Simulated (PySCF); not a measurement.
**Yb(II) with more and more H2O**

Computed with PySCF 2.14.0, PBE0, def2-SVP on the ligands, density fitting, scalar-relativistic core potentials, no spin-orbit coupling, vacuum. The metal has lcecp-0-SVP with ECP60. Each complex is relaxed within the symmetry of its template. Distances are means of the shortest metal–ligand contacts, charges and spins Mulliken's; removal energies are rigid, with the ligand's formal charge and no counterpoise, so too large; for an anion taken off a cation in vacuum most of it is the attraction of opposite charges, and multiply charged cations can part far more cheaply with an electron moved from ligand to metal. lcecp potentials hold a fixed number of 4f electrons in the core, out of states, spins and gaps.

(1) Order these by the metal–ligand distance, lowest first.
A. [Yb(H2O)3]2+
B. [Yb(H2O)]2+
C. [Yb(H2O)2]2+
D. [Yb(H2O)4]2+

(2) What else do they give?

Members with unstable modes aren't minima as they stand: saddle points kept by symmetry or, where the modes are soft, flat surfaces and noise. Moved off a saddle point of the template and relaxed again: [Yb(H2O)3]2+, [Yb(H2O)4]2+. One start shape was tried for each, so a minimum needn't be the lowest isomer.

Results:

(1) B (2.347), C (2.389), A (2.403), D (2.422).

(2) 
```tsv
complex	point group	M–H2O (Å)	charge on M (e)	removal of one H2O (eV)	strongest infrared band, degenerate modes summed (cm⁻¹)	unstable modes (below −25 cm⁻¹)
[Yb(H2O)]2+	C2v	2.347	1.77	2.60	573	0
[Yb(H2O)2]2+	D2d	2.389	1.56	2.32	564	0 (lowest -9 cm⁻¹, within noise)
[Yb(H2O)3]2+	D3	2.403	1.39	2.12	3824	0 (lowest -23 cm⁻¹, within noise)
[Yb(H2O)4]2+	S4	2.422	1.22	1.93	517	0
```
